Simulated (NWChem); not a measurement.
System: C₄H₈S; SMILES C1CCCS1

Input file for NWChem:

```
start job
memory heap 200 mb stack 900 mb global 1100 mb
geometry units angstroms
  C     -0.270651     0.712277    -1.269856
  C      0.270651    -0.712277    -1.269856
  C     -0.144905    -1.330861     0.059059
  S      0.000000     0.000000     1.312050
  C      0.144905     1.330861     0.059059
  H      0.102585     1.303120    -2.121637
  H     -1.371058     0.690049    -1.340920
  H     -0.102585    -1.303120    -2.121637
  H      1.371058    -0.690049    -1.340920
  H     -1.186623    -1.687246     0.026596
  H      0.495647    -2.174747     0.353613
  H      1.186623     1.687246     0.026596
  H     -0.495647     2.174747     0.353613
end
basis spherical
  * library 6-31g*
end
dft
  xc hfexch
  iterations 150
end
driver
  maxiter 120
end
task dft optimize
task dft freq
```

Excerpt of the output:

```
             Northwest Computational Chemistry Package (NWChem) 7.3.0
             --------------------------------------------------------

 C2  symmetry detected

                             Geometry "geometry" -> ""
                             -------------------------

 Output coordinates in angstroms (scale by  1.889725989 to convert to a.u.)

  No.       Tag          Charge          X              Y              Z
 ---- ---------------- ---------- -------------- -------------- --------------
    1 C                    6.0000    -0.27313970     0.71132636    -1.27607558
    2 C                    6.0000     0.27313970    -0.71132636    -1.27607558
    3 C                    6.0000    -0.14025099    -1.33135950     0.05283942
    4 S                   16.0000     0.00000000     0.00000000     1.30583042
    5 C                    6.0000     0.14025099     1.33135950     0.05283942
    6 H                    1.0000     0.09802824     1.30347071    -2.12785658
    7 H                    1.0000    -1.37346226     0.68525112    -1.34713958
    8 H                    1.0000    -0.09802824    -1.30347071    -2.12785658
    9 H                    1.0000     1.37346226    -0.68525112    -1.34713958
   10 H                    1.0000    -1.18071659    -1.69138451     0.02037642
   11 H                    1.0000     0.50324759    -2.17300076     0.34739342
   12 H                    1.0000     1.18071659     1.69138451     0.02037642
   13 H                    1.0000    -0.50324759     2.17300076     0.34739342

 Effective nuclear repulsion energy (a.u.)     235.2670368273

      Symmetry information
      --------------------

 Group name             C2
 Group number              4
 Group order               2
 No. of unique centers     7

                                Z-matrix (autoz)
                                --------

 Units are Angstrom for bonds and degrees for angles

[...]

      ----------------------
      Optimization converged
      ----------------------

  Step       Energy      Delta E   Gmax     Grms     Xrms     Xmax
  ---- ---------------- -------- -------- -------- -------- --------
@   10    -553.64192795 -1.7D-07  0.00002  0.00001  0.00022  0.00055
                                     ok       ok       ok       ok

                                Z-matrix (autoz)
                                --------

 Units are Angstrom for bonds and degrees for angles

[...]

 Rotational Constants
 --------------------
 A=   0.201438 cm-1  (  0.289818 K)
 B=   0.145904 cm-1  (  0.209918 K)
 C=   0.093143 cm-1  (  0.134008 K)

 Temperature                      =   298.15K
 frequency scaling parameter      =   1.0000

 Zero-Point correction to Energy  =   76.835 kcal/mol  (  0.122445 au)
 Thermal correction to Energy     =   79.885 kcal/mol  (  0.127305 au)
 Thermal correction to Enthalpy   =   80.477 kcal/mol  (  0.128249 au)

 Total Entropy                    =   70.743 cal/mol-K
   - Translational                =   39.321 cal/mol-K (mol. weight =  88.0347)
   - Rotational                   =   24.492 cal/mol-K (symmetry #  =        2)
   - Vibrational                  =    6.931 cal/mol-K

 Cv (constant volume heat capacity) =   17.079 cal/mol-K
   - Translational                  =    2.979 cal/mol-K
   - Rotational                     =    2.979 cal/mol-K
   - Vibrational                    =   11.120 cal/mol-K

[normal modes left out]

 ----------------------------------------------------------------------------
 Normal Eigenvalue ||           Projected Infra Red Intensities
  Mode   [cm**-1]  || [atomic units] [(debye/angs)**2] [(KM/mol)] [arbitrary]
 ------ ---------- || -------------- ----------------- ---------- -----------
    1       -0.000 ||    0.000708           0.016         0.690       0.762
    2       -0.000 ||    0.000756           0.017         0.737       0.814
    3       -0.000 ||    0.000546           0.013         0.532       0.588
    4        0.000 ||    0.001213           0.028         1.183       1.307
    5        0.000 ||    0.000029           0.001         0.028       0.031
    6        0.000 ||    0.000003           0.000         0.003       0.004
    7      126.080 ||    0.002843           0.066         2.772       3.062
    8      295.907 ||    0.000009           0.000         0.009       0.010
    9      517.747 ||    0.000000           0.000         0.000       0.000
   10      558.049 ||    0.000710           0.016         0.692       0.765
   11      748.335 ||    0.005415           0.125         5.278       5.832
   12      751.747 ||    0.003086           0.071         3.008       3.323
   13      902.531 ||    0.002581           0.060         2.516       2.780
   14      951.037 ||    0.001536           0.035         1.498       1.654
   15      965.727 ||    0.000789           0.018         0.769       0.849
   16      977.579 ||    0.001390           0.032         1.355       1.497
   17     1053.723 ||    0.003706           0.086         3.613       3.992
   18     1122.095 ||    0.000448           0.010         0.437       0.483
   19     1151.385 ||    0.000002           0.000         0.002       0.002
   20     1183.287 ||    0.000708           0.016         0.690       0.762
   21     1282.355 ||    0.001556           0.036         1.517       1.676
   22     1353.545 ||    0.003125           0.072         3.046       3.365
   23     1360.688 ||    0.002617           0.060         2.551       2.818
   24     1420.375 ||    0.028866           0.666        28.140      31.089
   25     1454.212 ||    0.003813           0.088         3.717       4.107
   26     1481.382 ||    0.000440           0.010         0.429       0.474
   27     1504.272 ||    0.001428           0.033         1.392       1.538
   28     1632.144 ||    0.003102           0.072         3.024       3.341
   29     1633.876 ||    0.004427           0.102         4.315       4.768
   30     1646.063 ||    0.000640           0.015         0.624       0.690
   31     1662.243 ||    0.001559           0.036         1.519       1.679
   32     3211.595 ||    0.033981           0.784        33.126      36.598
   33     3214.171 ||    0.027178           0.627        26.494      29.271
   34     3241.909 ||    0.008820           0.203         8.599       9.500
   35     3244.512 ||    0.047640           1.099        46.442      51.309
   36     3257.905 ||    0.030067           0.694        29.311      32.382
   37     3263.704 ||    0.085437           1.971        83.288      92.016
   38     3300.689 ||    0.001392           0.032         1.357       1.500
   39     3301.885 ||    0.049546           1.143        48.300      53.361
 ----------------------------------------------------------------------------
```

Level: Hartree-Fock/6-31G* (spherical d).
